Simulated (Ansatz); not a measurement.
Ansatz results at the PBE0-D4/def2-TZVP geometry: LUMO energy (PBE0/def2-TZVPP) -0.37 eV; HOMO energy (PBE0/def2-TZVPP) -8.47 eV; HOMO–LUMO gap (B3LYP/def2-TZVPP) 7.64 eV.

Each molecule was computed in one conformer, which needn't be the lowest.

(1) Which molecule gave them?
A. `B[N]([GeH3])CF`
B. `N[B]([GeH3])CF`
C. `S=C1OC1Cl`
D. `B[NH][GeH]([CH3])[F]`

Results:

(1) A. The others give `S=C1OC1Cl`: -2.13, -7.24, 4.68; `N[B]([GeH3])CF`: -0.40, -7.81, 7.02; `B[NH][GeH]([CH3])[F]`: -0.16, -8.72, 8.11.

B3LYP here is the variant with VWN-RPA as its local correlation; programs differ in this.
